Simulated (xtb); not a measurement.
A run for xtb: GFN1-xTB on Cl (SMILES [Cl]).

```
$ xtb mol.xyz --gfn 1 --sp --chrg 0 --uhf 1
1

Cl     0.00000000     0.00000000     0.00000000
```

Program output:

```
[...]
           -------------------------------------------------
          |                Calculation Setup                |
           -------------------------------------------------



           -------------------------------------------------
          |                 G F N 1 - x T B                 |
           -------------------------------------------------

        Reference                      10.1021/acs.jctc.7b00118
      * Hamiltonian:
        H0-scaling (s, p, d)           1.850000    2.250000    2.000000
        zeta-weighting                 0.000000
      * Dispersion:
        s8                             2.400000
        a1                             0.630000
        a2                             5.000000
        s9                             0.000000
      * Repulsion:
        kExp                           1.500000
        rExp                           1.000000
      * Coulomb:
        alpha                          2.000000
        third order                    atomic
        anisotropic                    false
      * Halogen bond correction:
        rad-scale                      1.300000
        damping                        0.440000


          ...................................................
          :                      SETUP                      :
          :.................................................:
          :  # basis functions                  10          :
          :  # atomic orbitals                   9          :
          :  # shells                            3          :
          :  # electrons                         7          :
          :  # halogen bonds                     0          :
          :  max. iterations                   250          :
          :  Hamiltonian                  GFN1-xTB          :
          :  restarted?                      false          :
          :  GBSA solvation                  false          :
          :  PC potential                    false          :
          :  electronic temp.          300.0000000     K    :
          :  accuracy                    1.0000000          :
          :  -> integral cutoff          0.2500000E+02      :
          :  -> integral neglect         0.1000000E-07      :
          :  -> SCF convergence          0.1000000E-05 Eh   :
          :  -> wf. convergence          0.2000000E-04 e    :
          :  Broyden damping             0.4000000          :
          :  net charge                          0          :
          :  unpaired electrons                  1          :
          ...................................................

 iter      E             dE          RMSdq      gap      omega  full diag
   1     -4.1663539 -0.416635E+01  0.716E-14   11.69      11.7  T
   2     -4.1663539  0.000000E+00  0.573E-14   11.69      11.7  T
   3     -4.1663539  0.000000E+00  0.441E-14   11.69      11.7  T

   *** convergence criteria satisfied after 3 iterations ***

         #    Occupation            Energy/Eh            Energy/eV
      -------------------------------------------------------------
         1        2.0000           -0.8986005             -24.4522
         2        1.6667           -0.4734678             -12.8837
         3        1.6667           -0.4734678             -12.8837
         4        1.6667           -0.4734678             -12.8837 (HOMO)
         5                         -0.0437352              -1.1901 (LUMO)
         6                         -0.0437352              -1.1901
         7                         -0.0437352              -1.1901
         8                         -0.0437352              -1.1901
         9                         -0.0437352              -1.1901
      -------------------------------------------------------------
                  HL-Gap            0.4297326 Eh           11.6936 eV
             Fermi-level           -0.3657054 Eh           -9.9513 eV

 SCC (total)                   0 d,  0 h,  0 min,  0.002 sec
 SCC setup                      ...        0 min,  0.000 sec (  8.042%)
 Dispersion                     ...        0 min,  0.000 sec (  2.430%)
 classical contributions        ...        0 min,  0.000 sec (  1.053%)
 integral evaluation            ...        0 min,  0.000 sec ( 24.985%)
 iterations                     ...        0 min,  0.001 sec ( 50.726%)
 molecular gradient             ...        0 min,  0.000 sec (  1.862%)
 printout                       ...        0 min,  0.000 sec ( 10.125%)

         :::::::::::::::::::::::::::::::::::::::::::::::::::::
         ::                     SUMMARY                     ::
         :::::::::::::::::::::::::::::::::::::::::::::::::::::
         :: total energy              -4.166353944697 Eh    ::
         :: gradient norm              0.000000000000 Eh/a0 ::
         :: HOMO-LUMO gap             11.693619000000 eV    ::
         ::.................................................::
         :: SCC energy                -4.166353944697 Eh    ::
         :: -> electrostatic           0.000000000000 Eh    ::
         :: repulsion energy           0.000000000000 Eh    ::
         :: dispersion energy          0.000000000000 Eh    ::
         :: halogen bond corr.         0.000000000000 Eh    ::
         :: add. restraining           0.000000000000 Eh    ::
         :: total charge               0.000000000000 e     ::
         :::::::::::::::::::::::::::::::::::::::::::::::::::::

           -------------------------------------------------
          |                Property Printout                |
           -------------------------------------------------

    * Orbital Energies and Occupations

         #    Occupation            Energy/Eh            Energy/eV
      -------------------------------------------------------------
         1        2.0000           -0.8986005             -24.4522
         2        1.6667           -0.4734678             -12.8837
         3        1.6667           -0.4734678             -12.8837
         4        1.6667           -0.4734678             -12.8837 (HOMO)
         5                         -0.0437352              -1.1901 (LUMO)
         6                         -0.0437352              -1.1901
         7                         -0.0437352              -1.1901
         8                         -0.0437352              -1.1901
         9                         -0.0437352              -1.1901
      -------------------------------------------------------------
                  HL-Gap            0.4297326 Eh           11.6936 eV
             Fermi-level           -0.3657054 Eh           -9.9513 eV

  Mulliken/CM5 charges         n(s)   n(p)   n(d)
     1Cl    0.00000  0.00000   2.000  5.000  0.000

Wiberg/Mayer (AO) data.
largest (>0.10) Wiberg bond orders for each atom

 ---------------------------------------------------------------------------
     #   Z sym  total        # sym  WBO       # sym  WBO       # sym  WBO
 ---------------------------------------------------------------------------
     1  17 Cl   0.000
 ---------------------------------------------------------------------------


 dipole moment from electron density (au)
     X       Y       Z
   0.0000   0.0000   0.0000  total (Debye):    0.000


           -------------------------------------------------
          | TOTAL ENERGY               -4.166353944697 Eh   |
          | GRADIENT NORM               0.000000000000 Eh/α |
          | HOMO-LUMO GAP              11.693619000000 eV   |
           -------------------------------------------------

------------------------------------------------------------------------
------------------------------------------------------------------------
 total:
Note: The following floating-point exceptions are signalling: IEEE_DENORMAL
normal termination of xtb
 SCF:
```

The run finished.

Cost: very roughly 0.05 core-seconds.
